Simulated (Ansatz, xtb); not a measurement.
**AlH8NSi2: which of two isomers lies lower**

Structure a: `[SiH3][NH][AlH][SiH3]`, a singlet. Structure b: `[AlH2][NH][SiH2][SiH3]`, a singlet. Both are isolated molecules in the gas phase, relaxed with PBE0-D4/def2-SVP, each in the lowest conformer that the search found.

Problem. Estimate E(b) − E(a) at the level CCSD(T)/def2-SVP + ΔMP2/def2-TZVPP.

Solution. Calculated at CCSD(T)/def2-SVP + ΔMP2/def2-TZVPP: E(b) − E(a) = +2.9 kcal/mol, so structure a lies lower.

How the difference moves with the method:

```csv
level,geometry,E(b) − E(a) (kcal/mol),departure from the last row (kcal/mol),"job, with rough time for the two"
PBE0-D4/def2-SVP,PBE0-D4/def2-SVP,+2.5,−0.4,"optimisation, 2.1 min"
HF/def2-SVP,PBE0-D4/def2-SVP,+3.3,+0.4,part of the CCSD(T) run
MP2/def2-SVP,PBE0-D4/def2-SVP,+2.8,−0.1,part of the CCSD(T) run
CCSD(T)/def2-SVP,PBE0-D4/def2-SVP,+3.2,+0.3,single point
CCSD(T)/def2-SVP + ΔMP2/def2-TZVPP,PBE0-D4/def2-SVP,+2.9,,"single point, 25 s"
```

As drawn, b has 1 Si–Si, 1 Al–H in place of 1 Al–Si, 1 Si–H.

None of the levels shown reverses the order. The largest departure from CCSD(T)/def2-SVP + ΔMP2/def2-TZVPP is that of HF/def2-SVP, 0.4 kcal/mol. Levels run at GFN2-xTB geometries aren't shown. The last row adds to CCSD(T) the change of the MP2 difference between the two basis sets, here −0.3 kcal/mol.

With harmonic frequencies from PBE0-D4/def2-SVP (ideal gas, rigid rotor, one conformer each, 298.15 K, 1 atm): on the last row, ΔE + ΔZPE = +2.4, ΔH = +2.2, ΔG = +2.9 kcal/mol.

The correlated steps freeze 16 core orbitals. Codes used: Ansatz 0.2.0; the last row on 2 threads of Arm Neoverse V1 on a shared host.
